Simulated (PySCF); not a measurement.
Work out the structure from these simulated measurements.

Formula: C5H3ClFN.

* 13C NMR: chemical shifts (computed TMS as zero) by class: 161.8 (1 C), 154.9 (1 C), 154.3 (1 C), 136.3 (1 C), 129.5 (1 C) ppm [GIAO HF/pcSseg-2]
* 1H NMR: chemical shifts (computed TMS as zero) by class: 8.49 (1 H), 7.79 (1 H), 7.31 (1 H) ppm [GIAO HF/pcSseg-2]
* Triplet: lowest triplet excitation (Tamm–Dancoff): 4.19 eV [TDA wB97X-D/def2-SVPD]
* Dipole: 3.51 D [wB97X-D/def2-SVPD]
* Rotational structure: rotational constants A, B, C: 2.969, 1.611, 1.044 GHz [PBE0-D3(BJ)/def2-SVP]
* NMR, other nuclei: isotropic shieldings of nuclei other than C and H, by class: -103 (1 N), 355 (1 F), 751 (1 Cl) ppm [GIAO HF/pcSseg-2]

Electronic properties: PySCF, gas phase, density fitting. Levels stand in brackets. Isolated species at its PBE0-D3(BJ)/def2-SVP geometry, gas phase. NMR classes are plain means over equivalent atoms (diastereotopic ones count apart unless rotation or inversion swaps them), as if these changed places fast.

Question: Propose a structure and show how it fits.

Answer: Numbering: `[F:1][c:2]1[cH:3][cH:4][cH:5][n:6][c:7]1[Cl:8]`. Its formula, C5H3ClFN, gives 4 degrees of unsaturation: 1 ring and 3 π bonds in the structure found (Kekulé form). 5 carbons fall into 5 classes; from least to most shielded: aromatic C–F carbon [C2] (161.8 ppm), aromatic CH next to a ring nitrogen [C5] (154.9 ppm), aromatic C–Cl carbon [C7] (154.3 ppm), aromatic CH carbon [C3] (136.3 ppm), aromatic CH carbon [C4] (129.5 ppm). Hydrogen classes from least to most shielded: 1 H on an aromatic CH next to a ring nitrogen, C5 (8.49 ppm), 1 H on an aromatic CH carbon, C3 (7.79 ppm), 1 H on an aromatic CH carbon, C4 (7.31 ppm). The other shieldings belong to: -103 ppm, pyridine-type nitrogen [N6]; 355 ppm, aryl fluorine [F1]; 751 ppm, aryl chlorine [Cl8]. The optimised geometry has point group Cs and is an asymmetric top. Structure: `FC1=CC=CN=C1Cl` (2-chloro-3-fluoropyridine). Computed isomers that give other values at the same levels: `Fc1cccc(Cl)n1` (rotational constant A: 3.432 GHz; this holds for the one conformer computed). The assignments are read from this structure; whether some other isomer fits the data as well wasn't checked.
